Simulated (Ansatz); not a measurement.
Start from `FC[SiH2]CI` and change one atom or group to get `Cl[SiH2]CI`.

Ansatz, PBE0-D4/def2-TZVP geometries, multiplicity 1. Each molecule was computed in one conformer, which needn't be the lowest.

Elements past krypton have def2 core potentials.  Spin–orbit coupling is left out; it splits and shifts lone-pair levels of the heavy atoms by tenths of an eV.

```tsv
property	`FC[SiH2]CI`
HOMO–LUMO gap (PBE/def2-TZVPP) / eV	4.19
HOMO energy (B3LYP/def2-TZVPP) / eV	-7.13
HOMO–LUMO gap (PBE0/def2-TZVPP) / eV	6.23
HOMO energy (PBE/def2-TZVPP) / eV	-6.23
LUMO energy (PBE0/def2-TZVPP) / eV	-1.13
size of the dipole moment (B3LYP/def2-TZVPP) / D	1.37
```

(1) What does the change do to each property? (Best estimate.)

Answers

(1) The calculation gave: 
| property | `Cl[SiH2]CI` | shift |
| --- | --- | --- |
| HOMO–LUMO gap (PBE/def2-TZVPP) / eV | 4.14 | -0.05 |
| HOMO energy (B3LYP/def2-TZVPP) / eV | -7.17 | -0.04 |
| HOMO–LUMO gap (PBE0/def2-TZVPP) / eV | 6.17 | -0.06 |
| HOMO energy (PBE/def2-TZVPP) / eV | -6.27 | -0.04 |
| LUMO energy (PBE0/def2-TZVPP) / eV | -1.24 | -0.11 |
| size of the dipole moment (B3LYP/def2-TZVPP) / D | 1.95 | 0.58 |

With PBE0 the HOMO falls by 0.05 eV and the LUMO falls by 0.11 eV, so the gap narrows by about 0.06 eV. PBE moves the HOMO by -0.04 eV and ωB97M-V by -0.05 eV. Dipoles are sizes alone; their direction can turn.

B3LYP here is the variant with VWN-RPA as its local correlation; programs differ in this.
